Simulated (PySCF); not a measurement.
Electron correlation in Zn²⁺ (zinc, charge +2)

[Ar] 3d10, closed-shell 1S. Computed with PySCF 2.14 in def2-TZVP (6s5p4d1f, 48 functions), with the non-relativistic Hamiltonian (point nucleus). Frozen: [Ar]; 10 electrons correlated.

Total MP2 correlation energy: -339.05 mhartree.

Same-spin part -125.52 and opposite-spin part -213.53 mhartree; SCS-MP2 scales them by 1/3 and 6/5 to -298.08 mhartree.

```tsv
level	correlation energy (mhartree)
CCSD	-308.48
(T)	-4.14
CCSD(T)	-312.62
```

Diagnostics: T1 = 0.0074, D1 = 0.0104, largest double amplitude 0.017.

Cost of the coupled-cluster step: 0.34 s of wall time on 1 thread of Neoverse-V2 (shared host), for 10 correlated electrons.

Iterations:

```
CC2 = 0
CCSD nocc = 5, nmo = 39
frozen orbitals [0, 1, 2, 3, 4, 5, 6, 7, 8]
max_cycle = 100
direct = 0
conv_tol = 1e-08
conv_tol_normt = 1e-06
diis_space = 8
diis_start_cycle = 0
Init t2, MP2 energy = -1777.25584012787  E_corr(MP2) -0.339050567525962
Init E_corr(CCSD) = -0.339050567542965
cycle = 1  E_corr(CCSD) = -0.300082997932377  dE = 0.0389675696  norm(t1,t2) = 0.0359622
cycle = 2  E_corr(CCSD) = -0.310619578765832  dE = -0.0105365808  norm(t1,t2) = 0.0134706
cycle = 3  E_corr(CCSD) = -0.30854259033318  dE = 0.00207698843  norm(t1,t2) = 0.00598154
cycle = 4  E_corr(CCSD) = -0.308444391405402  dE = 9.81989278e-05  norm(t1,t2) = 0.000374856
cycle = 5  E_corr(CCSD) = -0.308476054422171  dE = -3.16630168e-05  norm(t1,t2) = 0.00010755
cycle = 6  E_corr(CCSD) = -0.308480684450821  dE = -4.63002865e-06  norm(t1,t2) = 1.11129e-05
cycle = 7  E_corr(CCSD) = -0.308479109780094  dE = 1.57467073e-06  norm(t1,t2) = 2.98553e-06
cycle = 8  E_corr(CCSD) = -0.308479004234348  dE = 1.05545746e-07  norm(t1,t2) = 3.7801e-07
cycle = 9  E_corr(CCSD) = -0.308479004257983  dE = -2.36349829e-11  norm(t1,t2) = 6.68587e-08
CCSD converged
E(CCSD) = -1777.225268564599  E_corr = -0.3084790042579834
CCSD(T) correction = -0.00414302312976409
```
